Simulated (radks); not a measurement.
Task: Valence configurations of Rh2+ (all share [Kr]). All-electron calculation, scalar-relativistic Kohn-Sham, LDA (Slater exchange, Perdew-Wang correlation), spin-polarised, spherical densities, point nucleus; open shells are filled with parallel spins first (spin-orbit coupling, left out, can overturn this in heavy ions). Program: a radial shooting solver on a logarithmic mesh with Libxc functionals. Order these by energy: 4d5.5 5s1 5p0.5; 4d7; 4d6 5p1; 4d5.5 5p1.5; 4d4.5 5s1 5p1.5; 4d6 5s1; 4d5 5s2; 4d6.5 5p0.5; 4d4.5 5s2 5p0.5; 4d5 5p2.

Result: From the lowest, in eV above it: 4d7 0.000; 4d6 5s1 4.765; 4d6.5 5p0.5 5.476; 4d5.5 5s1 5p0.5 10.860; 4d6 5p1 11.357; 4d5 5s2 12.707; 4d5.5 5p1.5 17.705; 4d4.5 5s2 5p0.5 22.013; 4d5 5p2 24.539; 4d4.5 5s1 5p1.5 26.784. NIST lists [Kr] 4d7 as the ground configuration; this level of theory agrees among the configurations tried. The energies are those of spherical high-spin densities, not of single terms.
